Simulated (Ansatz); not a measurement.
Compare A (`CC(F)(CF)C(F)F`) with its isomer B (`FC(F)CCC(F)F`).

Isolated molecules relaxed with PBE0-D4/def2-TZVP in Ansatz; ΔE leaves out vibrations. CCSD(T)/CBS is the MP2 limit (def2-TZVPP, def2-QZVPP) plus CCSD(T) − MP2 in def2-TZVPP, frozen cores. Functionals use def2-TZVPP. B3LYP here is the variant with VWN-RPA as its local correlation; programs differ in this. Each species was taken in one conformer, which may not be the lowest.

(1) Which isomer does CCSD(T)/CBS put lower? Give the gap. (Best estimate.)

(2) Give E(B) − E(A) in kcal/mol with CCSD/def2-TZVPP, PBE0-D4, PBE-D4, B3LYP-D4, B2PLYP, MP2/def2-TZVPP, LDA (SPW92). (An estimate is asked.)

(3) Does the order hold for the free energy at 298.15 K (harmonic terms from PBE0-D4)? (Estimate.)

Largest T1 diagnostic: 0.011.

## Answers

(1) Ansatz gave: B, by 7.4 kcal/mol.

(2) Computed: CCSD/def2-TZVPP -7.6, PBE0-D4 -8.3, PBE-D4 -8.2, B3LYP-D4 -7.6, B2PLYP -8.0, MP2/def2-TZVPP -7.9, LDA (SPW92) -8.0. None reverses the order clearly.

(3) The calculation gave: Yes: G(B) − G(A) = -7.0 kcal/mol, for one conformer each. Modes under 60 cm⁻¹, often nearly free rotors, make the harmonic entropy too high.

Leaving LDA and LC-ωPBE aside and taking each functional with its dispersion term where it has one, the values, not all of them listed here, spread over 1.2 kcal/mol, from PBE-QIDH to B97M-V.
